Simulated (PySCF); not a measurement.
# Working with the constants of AuO

PBE0 constants of AuO, ²Π (doublet), unpaired electrons π ↑ (PySCF, scalar-relativistic core potentials, basis sets Au cc-pVDZ-PP with ECP60, O cc-pVDZ; masses 196.9666 and 15.9949 u):

| Item | Value |
| --- | --- |
| ωe | 579.1 cm⁻¹ |
| ωexe | 3.95 cm⁻¹ |
| Be | 0.31836 cm⁻¹ |
| αe | 0.00277 cm⁻¹ |
| D (centrifugal) | 3.85e-07 cm⁻¹ |
| De to Au (5d10 6s1) + O | 1.98 eV |

(1) Give the vibrational terms G(v) and spacings up to v = 6.

(2) How well does the Morse estimate ωe²/(4ωexe) reproduce De, and what is D0?

These are scalar-relativistic numbers at best; spin–orbit coupling would shift them, the dissociation energy most. The state is the lowest single determinant that the PBE0 search found; with open d or f shells the true ground state can be another one.

Results:

(1) G(v) = ωe(v+½) − ωexe(v+½)².

```csv
v,G(v) (cm⁻¹),G(v) − G(v−1),Bv (cm⁻¹)
0,289,,0.3170
1,860,571,0.3142
2,1423,563,0.3114
3,1978,555,0.3087
4,2526,548,0.3059
5,3066,540,0.3031
6,3597,532,0.3004
```

(2) It gives 2.63 eV, 133 % of the computed De. D0 = De − G(0) = 1.98 − 0.04 = 1.94 eV.
